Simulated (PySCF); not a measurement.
A structure optimised at PBE-D3(BJ)/def2-SVP, used in a PySCF frequency run:

```xyz
7

F      1.2808    -1.7379    -0.1972
C      0.5570    -0.6586     0.1084
Br     1.6397     0.8600     0.4667
C     -0.7564    -0.6331     0.1691
C     -2.0690    -0.5670     0.2407
Cl    -3.0980    -0.1491    -1.1077
H     -2.6397    -0.7732     1.1626
```

Question: Write its SMILES and formula.

Answer: FC(Br)=C=CCl, C₃HBrClF

Question: What are its rotational constants (standard atomic weights)?

Answer: 3.8752, 0.68549, 0.60798 GHz
